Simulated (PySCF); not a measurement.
# Which determinant of AlHg⁺ lies lowest?

Unrestricted PBE0; Al def2-SVP, Hg def2-SVP with ECP60; scalar-relativistic core potentials (PySCF 2.14). Outer shells of the fragments: Al+ 3s2; Hg 5d10 6s2.

Followed along the bond (rough minima from three points):

```
2Ms+1  unpaired  ⟨S²⟩ at the start  R at minimum (Å)  Te (eV)
    1      none               0.00              2.97     0.00
    3  σ ↑, π ↑               2.01              2.57     2.88
```

Solutions found at the starting distance of 2.670 Å, counted from the lowest of them; the search is not exhaustive and high or unbound solutions are not listed, so other states can lie among these:

| 2Ms+1 | unpaired | term | E (eV) | ⟨S²⟩ | ⟨Lz²⟩ | μ (D) |
| --- | --- | --- | --- | --- | --- | --- |
| 1 | none | ¹Σ⁺ | 0.00 | 0.00 | 0.00 | -6.32 |
| 3 | σ ↑, π ↑ | ³Π | 2.80 | 2.01 | 1.00 | -4.61 |
| 3 | σ ↑↑ | ³Σ⁺ | 3.28 | 2.00 | 0.00 | -6.75 |
| 1 | σ ↓, π ↑ | mixed | 3.28 | 1.02 | 1.01 | -4.26 |
| 3 | π ↑↑ | ³Σ⁻ | 6.70 | 2.19 | 0.00 | -2.96 |
| 3 | σ ↑↑, π ↑↓ | mixed | 9.22 | 3.00 | 2.01 | -2.71 |

A term symbol is given only where ⟨S²⟩ and ⟨Lz²⟩ are close to those of a pure state; real π, δ and φ orbitals otherwise mix terms. A positive dipole points towards Hg; it is taken about the centre of mass and depends on that origin.

Problem. Compare the gap between the two lowest followed solutions at the starting distance with the gap between their minima.

Solution. At PBE0 the second solution (triplet, unpaired electrons σ ↑, π ↑) lies +2.80 eV from the first (singlet, closed shell) at 2.670 Å and +2.88 eV at the minima; the two curves relax by different amounts, since their minima lie near 2.57 and 2.97 Å.

Spin–orbit coupling is left out. Counting both spins, an empty level lies below a filled one in some of these solutions, because spin and occupation are held.
